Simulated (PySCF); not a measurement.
How methods differ on the excitation energy of C

C [He] 2s2 2p2 (3P) → C [He] 2s1 2p3 (5S), as a difference of total energies. All numbers are calculated (PySCF 2.14, scalar relativity by spin-free X2C-1e, in aug-cc-pVTZ-DK). Correlated levels: valence: 1s2 frozen. The calculations carry no spin-orbit coupling.

**Question.** Order these methods by the excitation energy they give, lowest first.
A. CCSD (valence)
B. UHF
C. MP2 (valence)
D. CCSD(T) (valence)

**Answer.** B (2.598 eV), C (3.703 eV), A (4.064 eV), D (4.113 eV).

Errors of the correlated levels include the incompleteness of this basis and the frozen core.

For comparison: 4.179 eV (measured; NIST levels, between the centres of gravity of the two terms).
